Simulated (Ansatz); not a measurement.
Cost and result up the ladder for the cluster Nb3Si3 (the lowest doublet isomer of a short search) (6 atoms). Total charge 0; doublet. Geometry: PBE-D4/def2-SVP.

```xyz
6

Nb   -0.5901   -0.3668   -1.2797
Nb   -1.2702    1.2631    0.4957
Nb   -1.0432   -1.1083    1.0673
Si    1.0463   -1.9447   -0.0521
Si    1.1793    0.2938    0.7437
Si    0.6778    1.8629   -0.9749
```

Ansatz on 4 threads of Arm Neoverse V2 on a shared host. Times are rough, and most runs start from the orbitals of an earlier one. B3LYP-D4/def2-TZVP serves as the yardstick here, not as an exact answer. Differences are given only for rows in sets of like size (and for xTB, whose basis is part of the method), since another set adds its own error. Binding counts from free atoms at the same level (Nb sextet, Si triplet; other spins of the atoms weren't run), without zero-point energy or a counterpoise term.

In the def2 sets Nb takes a core potential; there is no spin–orbit coupling. B3LYP takes the VWN-RPA correlation. Correlated methods freeze 15 core orbitals; core or outer-core shells of Nb are correlated, in sets that lack core-valence functions. Another isomer (doublet) lies 0.09 eV lower at PBE0-D4/def2-TZVP.

Run but left out: MP2/def2-TZVP, CCSD(T)/def2-SVP (⟨S²⟩ 4.02 to 4.10, where a pure state has 0.75).

Correlated methods converge slowly with the basis.

| level | functions | wall time | binding energy per atom (eV) | difference from B3LYP-D4/def2-TZVP (eV) | remarks |
| --- | --- | --- | --- | --- | --- |
| PBE-D4/def2-SVP | 147 | 6 s | 4.07 | – | – |
| PBE0-D4/def2-SVP | 147 | 9 s | 3.55 | – | – |
| PBE-D4/def2-TZVP | 231 | 11 s | 4.11 | 0.56 | – |
| PBE-D4/def2-TZVPD | 249 | 11 s | 4.11 | 0.56 | – |
| RPA@PBE/def2-TZVP | 231 | 17 s | 3.41 | -0.13 | – |
| B3LYP-D4/def2-TZVP | 231 | 37 s | 3.55 | 0.00 | – |
| PBE0-D4/def2-TZVP | 231 | 41 s | 3.59 | 0.05 | spin-contaminated (⟨S²⟩ 0.83) |
| r2SCAN-D4/def2-TZVP | 231 | 59 s | 3.69 | 0.14 | spin-contaminated (⟨S²⟩ 0.83) |
| r2SCAN-D4/def2-TZVPD | 249 | 65 s | 3.69 | 0.14 | spin-contaminated (⟨S²⟩ 0.83) |
| PBE0-D4/def2-TZVPD | 249 | 66 s | 3.60 | 0.05 | spin-contaminated (⟨S²⟩ 0.83) |
